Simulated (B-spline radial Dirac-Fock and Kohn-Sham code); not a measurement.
# How the binding energies of Kr⁷⁺ add up

System: krypton as Kr⁷⁺ in the configuration 1s2 2s2 2p6 3s2 3p6 3d10 4s1; nuclear rms radius 4.1884 fm (A = 84).

Input file task.json (cfg lists n, l and occupation; rrms is the nuclear radius in fm):

```json
{"items": [{
  "Z": 36,
  "q": 7,
  "cfg": [[1, 0, 2], [2, 0, 2], [2, 1, 6], [3, 0, 2], [3, 1, 6], [3, 2, 10], [4, 0, 1]],
  "A": 84,
  "rrms": 4.1884,
  "do": ["binding"]
}]}
```

Launch: `python xray_run.py task.json out`

Method: ΔSCF Dirac-Fock with Breit, self-energy and vacuum polarisation, finite nucleus, configuration average. Computed with an atomic code on a B-spline grid. No correlation. Energies are counted from the vacuum level. Subshells whose hole state is unreliable or did not converge are left out.

All terms are in eV, carry their sign (relaxation lowers the binding energy) and add up to the binding energy; ⟨r⟩ is the mean radius of the orbital in the initial state.

```tsv
subshell	−ε (Koopmans)	relaxation	Gaunt	retardation	QED	binding energy	⟨r⟩ (bohr)
K	14531.1	-47.54	-23.70	1.65	-10.81	14450.7	0.041
L1	2076.4	-21.65	-1.80	0.07	-1.20	2051.8	0.183
L2	1880.7	-23.90	-3.36	0.37	0.13	1853.9	0.157
L3	1826.3	-23.40	-2.38	0.41	0.01	1801.0	0.161
M2	346.7	-4.18	-0.42	0.05	0.02	342.2	0.530
M3	338.3	-4.01	-0.27	0.06	0.00	334.1	0.539
M4	215.3	-4.38	-0.07	0.00	0.02	210.9	0.540
M5	213.9	-4.30	0.00	0.00	0.01	209.6	0.544
N1	124.8	-0.12	-0.04	0.00	-0.03	124.6	1.348
```

For the deepest level, K (1s), the Breit terms make up -0.153 % of the binding energy, QED -0.075 % and orbital relaxation -0.329 %.

Spin-orbit splittings: 2p 52.94 eV, 3p 8.09 eV, 3d 1.27 eV.

Going to the tabulated ground configuration of the next ion removes an electron from N1 (4s), computed at 124.6 eV. NIST lists 125.802 eV as the ionisation energy of this species (measured), +1.17 eV from the computed value. The gap is mostly the missing electron correlation.
